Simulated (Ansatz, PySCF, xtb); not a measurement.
Breaking a bond: HCl (cation, charge +1), doublet.

UKS-LDA (SVWN5)/6-31G* = unrestricted LDA (SVWN5)/6-31G*, spherical d run with PySCF; UMP2/6-31G* = unrestricted MP2 (frozen core)/6-31G*, spherical d run with PySCF; GFN1-xTB (xtb); FCI = full CI/cc-pVDZ, frozen core (Ansatz, a program for electronic structure).

Energies relative to the lowest point of each curve near equilibrium, in kcal/mol; the last columns give the difference from FCI:

```tsv
R / Å	UKS-LDA (SVWN5)/6-31G*	UMP2/6-31G*	GFN1-xTB	FCI	UKS-LDA (SVWN5)/6-31G* − FCI	UMP2/6-31G* − FCI	GFN1-xTB − FCI
0.99	71.1	66.0	59.4	71.2	-0.2	-5.2	-11.8
1.04	46.4	41.9	35.9	46.3	0.1	-4.4	-10.4
1.12	20.8	17.4	13.8	20.3	0.4	-3.0	-6.6
1.18	9.6	7.1	5.2	9.1	0.5	-2.0	-3.9
1.25	2.5	1.3	0.8	2.2	0.3	-0.9	-1.4
1.30	0.4	0.0	0.0	0.2	0.1	-0.2	-0.2
1.32	0.0	0.0	0.1	0.0	0.0	0.0	0.1
1.36	0.0	0.7	0.9	0.3	-0.3	0.4	0.6
1.41	1.1	2.6	2.8	1.7	-0.7	0.9	1.0
1.48	4.1	6.7	6.6	5.4	-1.3	1.3	1.2
1.54	7.5	11.0	10.7	9.5	-2.0	1.6	1.2
1.63	13.5	18.3	17.8	16.6	-3.1	1.7	1.2
1.81	26.4	34.3	33.5	32.0	-5.6	2.3	1.5
2.01	39.9	52.3	49.6	48.2	-8.4	4.1	1.4
2.15	48.0	66.7	59.3	58.1	-10.1	8.6	1.2
2.35	57.6	80.6	70.8	69.9	-12.4	10.6	0.8
2.62	66.3	92.3	82.1	82.0	-15.7	10.4	0.1
2.88	71.3	99.7	89.3	90.0	-18.7	9.7	-0.7
3.22	74.7	105.0	—	96.3	-21.6	8.7	—
3.57	76.1	107.3	—	99.4	-23.3	7.9	—
3.97	76.1	112.7	—	100.7	-24.6	12.0	—
4.61	74.7	116.2	—	101.1	-26.4	15.1	—
5.25	72.9	118.1	—	101.2	-28.3	16.9	—
```

UKS-LDA (SVWN5)/6-31G* is furthest from FCI at 5.25 (-28.3 kcal/mol, below); its mean absolute difference over the points is 8.9 kcal/mol.

UMP2/6-31G* is furthest from FCI at 5.25 (16.9 kcal/mol, above); its mean absolute difference over the points is 5.6 kcal/mol.

GFN1-xTB is furthest from FCI at 0.99 (-11.8 kcal/mol, below); its mean absolute difference over the points is 2.5 kcal/mol.

A dash means that the run gave no value there, or that the column was ended at a point which the program doubted or which failed a test of continuity chosen for this set; such a test can also cut sound points.

The unrestricted determinant behind UKS-LDA (SVWN5)/6-31G* is spin-contaminated at 2.62 to 5.25 Å (<S²> up to 1.3, against 0.75 for a pure doublet). The unrestricted solution behind UMP2/6-31G* changes between 3.57 and 3.97 Å, which can leave a kink. The unrestricted determinant behind UMP2/6-31G* is spin-contaminated at 2.01 to 3.57 Å (<S²> up to 1.7, against 0.75 for a pure doublet).
